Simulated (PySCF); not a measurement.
C2H9AlO4Si, singlet, at a GFN2-xTB geometry (such geometries of metal compounds can be far from the true shape). Base run: HF/3-21G in PySCF.

PySCF was given this input:
```python
from pyscf import gto, scf

mol = gto.M(
    atom='''
Al   -0.083611    1.590593    0.930559
C     1.117525    3.024282    0.232748
H     2.164347    2.704985    0.241677
H     1.055640    3.950471    0.806066
H     0.882546    3.269118   -0.807794
C    -1.342096    1.627219    2.478961
H    -2.362704    1.383786    2.167924
H    -1.375904    2.596334    2.978950
H    -1.068800    0.881995    3.232295
O    -0.025803    0.139643    0.090612
Si    0.062616   -1.264324   -0.737812
O     1.219612   -2.207047   -0.106196
O     0.410283   -0.967273   -2.292212
O    -1.347680   -2.058223   -0.662546
H     1.045293   -2.635772    0.725870
H     1.264354   -0.600378   -2.499717
H    -2.098316   -1.693509   -1.120698
''',
    basis='3-21g',
    charge=0,
    spin=0,
    verbose=4,
)

mf = scf.RHF(mol)
mf.kernel()
mf.analyze()
```

Variants of this job, named by their change:

| change | ΔE vs base (mEh) | fitting functions | dipole (D) |
|---|---|---|---|
| base | 0.000 | - | 2.87 |
| auxbasis = cc-pvdz-jkfit | 0.291 | 851 | 2.87 |
| auxbasis = autoaux | 1.724 | 750 | 2.88 |
| auxbasis = def2-universal-jkfit | 0.757 | 876 | 2.87 |
| auxbasis = def2-universal-jfit | 2530.9 | 495 | 2.88 |
| auxbasis = cc-pvtz-ri | 8.639 | 1000 | 2.87 |
| auxbasis = def2-svp-ri | 528.7 | 538 | 2.88 |
| auxbasis = cc-pvtz-jkfit | 0.159 | 986 | 2.87 |
| auxbasis = def2-tzvp-ri | 2.166 | 817 | 2.87 |
| auxbasis = cc-pvqz-jkfit | 0.105 | 1391 | 2.87 |

A fitting set is made for a task (jfit for Coulomb, jkfit for Coulomb and exchange, ri for correlation) and for a family of orbital bases.
